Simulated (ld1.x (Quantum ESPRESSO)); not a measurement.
# What one change does to a pseudopotential (Ti (Z = 22), TM)

Ti (Z = 22), norm-conserving Troullier–Martins (Kleinman–Bylander form), made with ld1.x (Quantum ESPRESSO) 7.5 (LDA (PZ), scalar-relativistic). Core [Ar], reference 3d2 4s2 4p0. Waves: 4s (bound): rc 2.40 bohr; 4p (bound, empty): rc 1.30 bohr; 3d (bound): rc 2.50 bohr. Local part: the d channel. Core correction: Bessel-smoothed model core, default radius (core density twice the valence density).

Change: all radii but the core radius scaled by about 1.37 (s 3.30, p 1.78, d 3.44 bohr).

Cutoffs: the cutoffs (Ry, on a coarse ladder) from which the occupation-weighted sum of valence levels, in a spherical-Bessel basis at the reference potential, stays within 10 and 1 mRy of its value at 400 Ry; they do not see the model core or the augmentation charge, which bear on the density cutoff. Errors are all-electron minus pseudo energies relative to the spin-unpolarised reference configuration.

What does the change do?

The potential gets softer (40 Ry and 45 Ry → 21 Ry and 30 Ry); both files keep a bound ghost (p, s); the number of tests that count goes from 8 to 9; of the 8 tests that both files solve, the error grows in 6 and shrinks in 1 by more than 15 % and 0.3 meV (median size 66.8 → 94.3 meV). A larger radius leaves more room for a smooth pseudo-wave, so fewer plane waves are needed.

```tsv
quantity	base	changed
cutoff, loose	40 Ry	21 Ry
cutoff, tight	45 Ry	30 Ry
loose cutoff by channel (10 mRy a level)	s 6 Ry, d 35 Ry	s 6 Ry, d 21 Ry
bound ghosts	p, s	p, s
tests counted (converged, no solver errors)	8 of 9	9 of 9
error for 3d2 4s1 4p0, meV [ΔE 7.54 eV]	-3.3	-18
error for 3d2 4s0 4p0, meV [ΔE 21.34 eV]	-34	-99
error for 3d1 4s0 4p0, meV [ΔE 48.53 eV]	-302	+89
error for 3d2 4s1.5 4p0, meV [ΔE 3.02 eV]	-0.6	-3.9
error for 3d1 4s2 4p0, meV [ΔE 9.98 eV]	-112	+229
error for 3d2.5 4s1.5 4p0, meV [ΔE 0.32 eV]	-28	+25
error for 3d2 4s2 4p0 (spin-polarised), meV [ΔE -0.67 eV]	+100	+131
error for 3d2 4s1 4p0 (spin-polarised), meV [ΔE 6.29 eV]	+115	+178
```

Base: Tests not counted: 3d1 4s2 4p1 (solver errors, printed error -2.6 eV). The 4p radius (1.30 bohr) lies inside the outermost node of the all-electron wave (1.39 bohr), which a nodeless pseudo-wave cannot match soundly. Changed file: The cutoffs count occupied waves only; the empty 4p level needs 100 Ry at the loose tolerance. A true bound ghost makes a file unfit for plane-wave use even where its test errors are small: the radial tests pick states by their node count and pass the ghost by. Where a test does run into it, the solver fails or the error is huge.
